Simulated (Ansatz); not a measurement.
Relaxation of BeF2⁺ with UKS r2SCAN-D4/def2-TZVP.

```sh
$ ansatz run in.yaml --threads 4 --pin off --events-out ev --progress --plain --max-ram 3916MiB
```

```yaml
crystal:
  periodic: [false, false, false]
  atoms:
    - {symbol: Be, position_ang: [-0.001314, 0.001676, 0.001848]}
    - {symbol: F, position_ang: [1.283209, 0.515296, 0.417543]}
    - {symbol: F, position_ang: [-1.281904, -0.516961, -0.419391]}
basis:
  gaussian: {orbitals: def2-TZVP}
total_charge: 1
magnetization: {spin_polarized: true, initial_magnetization: 3}
hamiltonian: {xc: r2scan, dispersion: d4}
scf: {omitted_lower_state_checks: [starts]}
output: {orbitals: {seedname: orbitals}}
relax: {f_tol: 0.02, max_steps: 100}
```

Run time 2.4 min (4 threads of Arm Neoverse N1 on a shared host).

Positions (Å) and forces (eV/Å) at steps 1, 2, 3, 4, 5, 6, 7, 8, 9, 10, 11, 12, 13, 14, 15, 16, 17, 18, 19, 20 of 20:

```xyz
3
step=1 energy=-5815.2974 eV
Be   -0.001    0.002    0.002   -0.039    0.054    0.059
F     1.283    0.515    0.418    5.142    2.034    1.642
F    -1.282   -0.517   -0.419   -5.103   -2.088   -1.701
3
step=2 energy=-5816.2682 eV
Be   -0.003    0.004    0.004   -0.049    0.066    0.073
F     1.377    0.552    0.447    3.255    1.267    1.018
F    -1.375   -0.556   -0.451   -3.206   -1.333   -1.090
3
step=3 energy=-5817.2499 eV
Be   -0.012    0.016    0.017   -0.072    0.095    0.105
F     1.555    0.615    0.497    1.500    0.541    0.425
F    -1.543   -0.631   -0.514   -1.428   -0.637   -0.530
3
step=4 energy=-5817.4737 eV
Be   -0.020    0.026    0.029   -0.075    0.099    0.110
F     1.628    0.638    0.514    1.088    0.373    0.288
F    -1.608   -0.664   -0.542   -1.013   -0.473   -0.398
3
step=5 energy=-5817.7336 eV
Be   -0.042    0.055    0.060   -0.062    0.082    0.091
F     1.769    0.676    0.540    0.531    0.160    0.118
F    -1.727   -0.731   -0.601   -0.469   -0.242   -0.209
3
step=6 energy=-5817.8626 eV
Be   -0.104    0.137    0.151   -0.028    0.037    0.041
F     1.962    0.700    0.548    0.079    0.007    0.001
F    -1.858   -0.837   -0.699   -0.051   -0.045   -0.042
3
step=7 energy=-5817.8721 eV
Be   -0.181    0.238    0.262   -0.001    0.001    0.001
F     2.035    0.664    0.503   -0.062   -0.026   -0.021
F    -1.854   -0.902   -0.766    0.063    0.025    0.020
3
step=8 energy=-5817.8886 eV
Be   -0.255    0.335    0.369    0.000   -0.002   -0.002
F     1.980    0.578    0.420   -0.078   -0.030   -0.025
F    -1.725   -0.913   -0.789    0.078    0.033    0.027
3
step=9 energy=-5817.9059 eV
Be   -0.335    0.438    0.483    0.028   -0.043   -0.047
F     1.921    0.486    0.330   -0.137   -0.029   -0.018
F    -1.586   -0.925   -0.814    0.109    0.072    0.065
3
step=10 energy=-5817.9455 eV
Be   -0.392    0.510    0.562    0.032   -0.059   -0.064
F     1.785    0.384    0.237   -0.150   -0.028   -0.015
F    -1.394   -0.894   -0.799    0.118    0.086    0.079
3
step=11 energy=-5817.9826 eV
Be   -0.449    0.579    0.640    0.055   -0.119   -0.128
F     1.655    0.285    0.146   -0.183   -0.014    0.002
F    -1.206   -0.864   -0.785    0.128    0.133    0.126
3
step=12 energy=-5818.0440 eV
Be   -0.476    0.599    0.662    0.008   -0.148   -0.153
F     1.504    0.205    0.077   -0.152   -0.024   -0.011
F    -1.027   -0.804   -0.739    0.144    0.171    0.164
3
step=13 energy=-5818.1079 eV
Be   -0.519    0.623    0.691   -0.145   -0.215   -0.209
F     1.368    0.122    0.003   -0.039   -0.072   -0.072
F    -0.849   -0.745   -0.694    0.183    0.287    0.280
3
step=14 energy=-5818.1915 eV
Be   -0.575    0.615    0.688   -0.301   -0.255   -0.236
F     1.334    0.076   -0.042    0.000   -0.165   -0.171
F    -0.759   -0.690   -0.646    0.301    0.420    0.407
3
step=15 energy=-5818.4286 eV
Be   -0.679    0.576    0.657   -0.546   -0.075   -0.028
F     1.308    0.008   -0.110    0.075   -0.305   -0.323
F    -0.629   -0.583   -0.547    0.471    0.380    0.351
3
step=16 energy=-5818.6551 eV
Be   -0.872    0.593    0.692   -0.264   -0.169   -0.151
F     1.400   -0.085   -0.214   -0.154   -0.215   -0.208
F    -0.528   -0.508   -0.478    0.418    0.384    0.360
3
step=17 energy=-5818.7623 eV
Be   -1.047    0.589    0.703   -0.001   -0.107   -0.111
F     1.429   -0.177   -0.312    0.309    0.000   -0.028
F    -0.383   -0.411   -0.391   -0.309    0.107    0.139
3
step=18 energy=-5818.7692 eV
Be   -1.116    0.566    0.686   -0.081    0.157    0.170
F     1.488   -0.200   -0.341    0.033    0.025    0.023
F    -0.372   -0.366   -0.345    0.048   -0.183   -0.193
3
step=19 energy=-5818.7741 eV
Be   -1.101    0.578    0.698    0.017   -0.009   -0.011
F     1.481   -0.193   -0.333    0.020    0.007    0.006
F    -0.380   -0.385   -0.364   -0.037    0.002    0.005
3
step=20 energy=-5818.7743 eV
Be   -1.092    0.578    0.696   -0.005    0.001    0.001
F     1.479   -0.188   -0.328    0.001   -0.002   -0.003
F    -0.387   -0.390   -0.369    0.004    0.002    0.001
```

In the quartet geometry the species has come apart into loosely held pieces. In the quartet, F2 and F3 lie 1.88 Å apart (atoms count from 1), so these atoms are partly bonded to each other. At r2SCAN-D4/def2-TZVP a doublet of charge 1 lies 6.19 eV below the quartet, each at its own geometry. The structure comes from a short search, and lower isomers may exist.
